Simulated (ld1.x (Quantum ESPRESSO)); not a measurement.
# What the settings do to the PAW potential of tungsten (W)

Base potential:

```
Element                 : tungsten (W)
Generator               : ld1.x (Quantum ESPRESSO) 7.5
Type                    : PAW
Functional              : BLYP
Relativity              : scalar-relativistic
Frozen core             : [Kr] 4d10
Valence charge          : 28
Reference configuration : 4f14 5s2 5p6 5d4 6s0.5 6p0 (charge +1.5)
Partial waves           : 5s (bound): rcut 1.35, rcutus 1.45 bohr; 6s (bound): rcut 1.35, rcutus 1.45 bohr; 5p (bound): rcut 2.05, rcutus 2.55 bohr; 6p (bound, empty): rcut 2.05, rcutus 2.55 bohr; 5d (bound): rcut 1.55, rcutus 1.70 bohr; 5d channel at 2.3 Ry: rcut 1.55, rcutus 1.70 bohr; 4f (bound): rcut 0.90, rcutus 1.05 bohr; 4f channel at -0.6 Ry: rcut 0.90, rcutus 1.05 bohr
Local potential         : all-electron potential smoothed inside 1.50 bohr (lloc = -2)
Core correction         : Bessel-smoothed model core inside 0.85 bohr
Augmentation charge     : BESSEL, radius 0.95 bohr
```

Cutoffs, loose and tight: the cutoffs (Ry, on a coarse ladder) from which the occupation-weighted sum of valence levels, in a spherical-Bessel basis at the reference potential, stays within 10 and 1 mRy of its value at 400 Ry. They do not see the model core or the augmentation charge, which bear on the density cutoff. Test errors are all-electron minus pseudo excitation energies from the reference, over the configurations 4f14 5s2 5p6 5d4 6s2 6p0; 4f14 5s2 5p6 5d4 6s1 6p0; 4f14 5s2 5p6 5d4 6s0 6p0; 4f14 5s2 5p6 5d3 6s2 6p1; 4f14 5s2 5p6 5d4 6s1.5 6p0; 4f14 5s2 5p6 5d4.5 6s1.5 6p0; 4f14 5s2 5p6 5d4 6s0 6p2. A dash means not determined; rows that change the core or the reference have their own tests.

Cutoffs are not given where the Bessel-basis levels miss the radial ones by over 6 mRy, ghosts where they miss by over 20 mRy; a channel whose overlap is not positive is not tested.

| change | outcome | cutoff, loose | cutoff, tight | bound ghosts | largest test error (meV) |
| --- | --- | --- | --- | --- | --- |
| base | generated | 200 Ry | 300 Ry | none | +13 |
| waves 5s (bound): rcut 0.86, rcutus 0.92 bohr; 6s (bound): rcut 0.86, rcutus 0.92 bohr | failed: new_paw_hamiltonian: negative rho | – | – | – | – |
| waves 5s (bound): rcut 1.06, rcutus 1.12 bohr; 6s (bound): rcut 1.06, rcutus 1.12 bohr | generated | 200 Ry | 300 Ry | none | +10 |
| waves 5s (bound): rcut 1.16, rcutus 1.24 bohr; 6s (bound): rcut 1.16, rcutus 1.24 bohr | generated | 200 Ry | 300 Ry | none | +11 |
| waves 5s (bound): rcut 1.34, rcutus 1.42 bohr; 6s (bound): rcut 1.34, rcutus 1.42 bohr | generated | 200 Ry | 300 Ry | none | +12 |
| waves 5s (bound): rcut 1.35, rcutus 1.60 bohr; 6s (bound): rcut 1.35, rcutus 1.60 bohr | generated | 200 Ry | 300 Ry | none | +15 |
| waves 5s (bound): rcut 1.35, rcutus 1.84 bohr; 6s (bound): rcut 1.35, rcutus 1.84 bohr | generated | 200 Ry | 300 Ry | none | +9.0 |
| waves 5s (bound): rcut 1.35, rcutus 1.98 bohr; 6s (bound): rcut 1.35, rcutus 1.98 bohr | generated | 200 Ry | 300 Ry | none | +13 |
| waves 5s (bound): rcut 1.35, rcutus 2.18 bohr; 6s (bound): rcut 1.35, rcutus 2.18 bohr | generated | 200 Ry | 300 Ry | none | +63 |

What comes out with this change to the base: waves 5s (bound): rcut 1.35, rcutus 1.74 bohr; 6s (bound): rcut 1.35, rcutus 1.74 bohr?

outcome: generated, overlap not positive; bound ghosts: not determined (overlap not positive); largest test error (meV): +11. A file whose overlap is not positive is unfit for use, and its test errors describe a broken file.

Reading the sweep of the s radius (base included, trends over the rows without a ghost): The loose cutoff stays near 200 Ry. The median size of the test errors (rows with all tests solved) rises from 4.9 meV at 1.12 to 18.0 meV at 2.18 bohr, with one reversal. More of the atom is replaced by a form fitted at one configuration, so other configurations suffer as the radius grows. The generation fails at 0.92 bohr.
